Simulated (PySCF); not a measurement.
## Radial density of Eu (europium, neutral)

UHF, [Xe] 4f7 5d1 6s1, high-spin 10D determinant (an excited configuration). Calculation: PySCF 2.14, in x2c-TZVPPall; scalar relativity by spin-free X2C-1e.

| r (bohr) | 4πr²ρ (e/bohr) | 4πr²(ρα − ρβ) |
| --- | --- | --- |
| 0.0262 | 74.21 | 0.0043 |
| 0.0441 | 88.33 | 0.0087 |
| 0.0742 | 110.1 | 0.0007 |
| 0.125 | 82.50 | 0.0762 |
| 0.210 | 95.88 | 1.0154 |
| 0.353 | 40.92 | 4.6287 |
| 0.594 | 45.87 | 7.9185 |
| 0.998 | 15.56 | 5.0410 |
| 1.68 | 6.857 | 1.3389 |
| 2.82 | 1.217 | 0.4785 |
| 4.75 | 0.3562 | 0.3507 |
| 7.99 | 0.05870 | 0.0587 |
| 13.4 | 0.0003518 | 0.0004 |

Densities and radii are taken from the X2C orbitals without a picture-change correction, which distorts them close to the nucleus.

Spin-orbit coupling, absent here, splits the open shell strongly.
